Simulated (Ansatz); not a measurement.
A nudged elastic band was laid between two geometries of C₃H₅AlF₂ (11 atoms, charge 0, multiplicity 1).

Level of theory: RKS PBE0/def2-SVP in Ansatz.

```
movable images  : 5
climbing image  : from the first iteration
spring          : 5.0 eV/Å²
optimiser       : fire
start path      : IDPP
force threshold : 0.05 eV/Å
iteration limit : 60
end points      : relaxed
```

First end point:

```xyz
11
Properties=species:S:1:pos:R:3
C -1.202 -1.285 1.471
Al -0.191 -0.154 0.256
C 1.134 0.133 -1.127
C 0.418 1.433 -0.704
F -0.388 1.890 -1.707
F 1.240 2.445 -0.345
H -0.616 -2.166 1.778
H -2.108 -1.656 0.962
H -1.524 -0.741 2.371
H 1.138 -0.081 -2.206
H 2.164 0.125 -0.729
```

Last end point:

```xyz
11
Properties=species:S:1:pos:R:3
C -1.273 -1.281 1.417
Al -0.226 -0.158 0.224
C 1.372 0.251 -0.790
C 0.265 1.317 -0.957
F -0.217 1.336 -2.231
F 0.656 2.576 -0.646
H -1.822 -2.035 0.827
H -2.014 -0.703 1.989
H -0.625 -1.825 2.123
H 1.735 -0.188 -1.732
H 2.216 0.653 -0.204
```

(1) What changes between the two ends?

(2) Give the energies along the band, and the barrier.

(3) What is the geometry of the highest image?

Results:

(1) No bond is made or broken.

(2) The forces met the threshold. The highest image is number 2 of 0 to 6, 0.001 eV above the ends, which have the same energy within 2 meV. The top lies less than 8 meV above the higher end, about what the thresholds resolve: that end is a shoulder or a very shallow well. Another band between the same ends (5 images) ends at a top of the same energy, where a vibrational analysis finds no clearly imaginary modes.

```json
{"image": "0", "path coordinate (Å)": "0.00", "energy (eV)": "0.000"}
{"image": "1", "path coordinate (Å)": "0.54", "energy (eV)": "0.001"}
{"image": "2", "path coordinate (Å)": "1.07", "energy (eV)": "0.001"}
{"image": "3", "path coordinate (Å)": "1.61", "energy (eV)": "0.000"}
{"image": "4", "path coordinate (Å)": "2.15", "energy (eV)": "0.000"}
{"image": "5", "path coordinate (Å)": "2.68", "energy (eV)": "0.001"}
{"image": "6", "path coordinate (Å)": "3.22", "energy (eV)": "0.001"}
```

(3) 
```xyz
11
Properties=species:S:1:pos:R:3
C -1.234 -1.294 1.442
Al -0.208 -0.155 0.242
C 1.267 0.178 -0.971
C 0.328 1.394 -0.825
F -0.352 1.627 -1.986
F 0.946 2.546 -0.476
H -0.881 -2.337 1.405
H -2.302 -1.286 1.164
H -1.173 -0.949 2.488
H 1.449 -0.155 -2.004
H 2.224 0.374 -0.458
```

The run took 3 min on 2 threads of Intel(R) Xeon(R) Platinum 8259CL CPU @ 2.50GHz (Skylake/Cascade Lake), on a shared host, peak memory 0.28 GiB.
